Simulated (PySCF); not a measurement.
Compound: C8H9Cl.
SMILES with atom numbers: `[Cl:1][CH2:2][C:3]1=[CH:4][C:5]2([CH:6]=[CH:7]1)[CH2:8][CH2:9]2` (hydrogens: H10, H11 on C2; H12 on C4; H13 on C6; H14 on C7; H15, H16 on C8; H17, H18 on C9)

The same species was optimised twice, with GFN2-xTB and with PBE0-D3(BJ)/def2-SVP (PySCF), and the same property calculations (PySCF, gas phase) were run on both structures.

```tsv
coordinate	GFN2-xTB	PBE0-D3(BJ)/def2-SVP	change
C3–C7 (Å)	1.451	1.465	+0.014
C6=C7 (Å)	1.343	1.352	+0.009
C3=C4 (Å)	1.350	1.357	+0.007
C5–C6 (Å)	1.469	1.476	+0.007
C4–C5 (Å)	1.467	1.474	+0.007
C5–C8 (Å)	1.520	1.525	+0.005
C5–C9 (Å)	1.520	1.525	+0.005
C2–C3 (Å)	1.482	1.484	+0.002
C8–C9 (Å)	1.479	1.478	-0.001
Cl1–C2 (Å)	1.804	1.803	-0.001
Cl1–C2–C3 (°)	109.7	111.8	+2.1
C2–C3–C4 (°)	127.3	126.7	-0.6
C2–C3–C7 (°)	124.0	124.5	+0.5
C4–C5–C6 (°)	104.7	105.2	+0.5
C6–C5–C9 (°)	122.4	122.1	-0.3
C4–C5–C8 (°)	122.2	121.9	-0.3
C8–C5–C9 (°)	58.2	58.0	-0.2
C3–C4–C5 (°)	108.8	108.5	-0.3
Cl1–C2–C3–C4 (°)	102	121	+19
```

Rotational constants: A = 3764, B = 701.2, C = 671.5 MHz (GFN2-xTB) against A = 4079, B = 674.1, C = 643.1 MHz (PBE0-D3(BJ)/def2-SVP). Point groups within 0.08 Å: C1 and C1.

On the GFN2-xTB structure: HOMO (eV) -6.40 [PBE0/pcSseg-1]; LUMO (eV) -0.89 [PBE0/pcSseg-1]; dipole (D) 3.00 [PBE0/pcSseg-1]; GIAO shielding of Cl1 (ppm) 797.9 [PBE0/pcSseg-1]; GIAO shielding of C2 (ppm) 139.5 [PBE0/pcSseg-1]; GIAO shielding of C3 (ppm) 38.1 [PBE0/pcSseg-1]; GIAO shielding of C4 (ppm) 40.0 [PBE0/pcSseg-1]; GIAO shielding of C5 (ppm) 145.6 [PBE0/pcSseg-1]; GIAO shielding of C6 (ppm) 37.7 [PBE0/pcSseg-1]; GIAO shielding of C7 (ppm) 48.4 [PBE0/pcSseg-1]; GIAO shielding of C8/C9 (mean) (ppm) 170.9 [PBE0/pcSseg-1].

**Question.** What do these properties become on the PBE0-D3(BJ)/def2-SVP structure?

**Answer.** 
```csv
property,level,on GFN2-xTB,on PBE0-D3(BJ)/def2-SVP,change
HOMO (eV),PBE0/pcSseg-1,-6.40,-6.42,-0.02
LUMO (eV),PBE0/pcSseg-1,-0.89,-0.85,+0.04
dipole (D),PBE0/pcSseg-1,3.00,3.12,+0.12
"energy, GFN2-xTB geometry as zero (kcal/mol)",PBE0/pcSseg-1,0.0,-0.6,-0.6
GIAO shielding of Cl1 (ppm),PBE0/pcSseg-1,797.9,822.8,+24.9
GIAO shielding of C2 (ppm),PBE0/pcSseg-1,139.5,137.3,-2.2
GIAO shielding of C3 (ppm),PBE0/pcSseg-1,38.1,36.2,-1.9
GIAO shielding of C4 (ppm),PBE0/pcSseg-1,40.0,39.8,-0.2
GIAO shielding of C5 (ppm),PBE0/pcSseg-1,145.6,145.5,-0.1
GIAO shielding of C6 (ppm),PBE0/pcSseg-1,37.7,35.3,-2.4
GIAO shielding of C7 (ppm),PBE0/pcSseg-1,48.4,46.1,-2.3
GIAO shielding of C8/C9 (mean) (ppm),PBE0/pcSseg-1,170.9,168.7,-2.2
```

The heavy atoms differ by 0.130 Å rms after alignment. Among bonds between heavy atoms C3–C7 changes most (+0.014 Å). Changes are differences of the printed values. Neither structure is proved a minimum here.

Shape of the structure used: `[Cl:1][CH2:2][C:3]1=[CH:4][C:5]2([CH:6]=[CH:7]1)[CH2:8][CH2:9]2`: Cl1–C2–C3–C4 121°.
